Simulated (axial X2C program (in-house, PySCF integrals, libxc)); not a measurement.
**Worked dissociation energy of GaSe⁺: CCSD(T), without spin–orbit coupling**

Computed with an in-house all-electron X2C program for linear molecules (integrals from PySCF). Spin-free means the one-electron spin-free X2C Hamiltonian. Basis: Se dyall-cv3z [8s9p6d4f1g], Ga dyall-cv3z [9s9p7d4f1g] (cores contracted in-house); Gaussian nuclei, density fitting, unrestricted open shells. Masses: Se 79.917 u, Ga 68.926 u.

Molecular state: M_S = 1, Λ = 1 (beyond evenly filled blocks: σα, π+α, π+β, π-α).

Correlated methods: 8 electrons correlated (number of frozen shells: Se 3 s, 2 p, 1 d; Ga 3 s, 2 p, 1 d), 276 virtual spin orbitals or spinors in MP2, 90 natural virtuals in coupled cluster.

```
E(Se) (2M_S = 2, M_L = 0)  : -2428.272833 hartree
E(Ga+) (2M_S = 0, M_L = 0) : -1942.066224 hartree
E(GaSe⁺) at Re             : -4370.351445 hartree
ωe                         : 145.5 cm⁻¹
ωexe                       : 3.51 cm⁻¹
```

Q: Work out De and D0.

A: De = -2428.272833 + (-1942.066224) − (-4370.351445) = 0.01239 hartree = 0.337 eV. The zero-point energy is ωe/2 − ωexe/4 = 72 cm⁻¹ = 0.009 eV, so D0 = 0.328 eV.

De is counted from the lowest determinant-based energies of the atoms at the same level, without counterpoise correction. Coupled cluster ran in a truncated set of natural virtual spinors; the MP2 energy of the rest was added. (T) has no such correction and the atoms are truncated less, which lowers De at CCSD(T) by a hundredth of an eV or more. The state is one determinant with fixed occupations, lowest in a PBE0 search at one distance only: followed along the bond, the spin-free determinant M_S = 1, Λ = 0 reaches 0.29 eV lower at PBE0, so the state shown is not the lowest. With the outer-core shells frozen, correlated bond lengths of heavy atoms tend to come out a few hundredths of an ångström too long. Spin-free De lacks the spin–orbit lowering of the heavy p-block atom, a tenth of an eV or more for 4p and 5p, up to an eV for 6p and one to two eV for 7p atoms, less what an open-shell molecule gains itself.

The levels of this run spread widely (ωe from 118 to 177 cm⁻¹), so these constants depend on the method.

Each atomic determinant is the lowest at this level and need not be a pure term. Totals compare only within one Hamiltonian and basis.
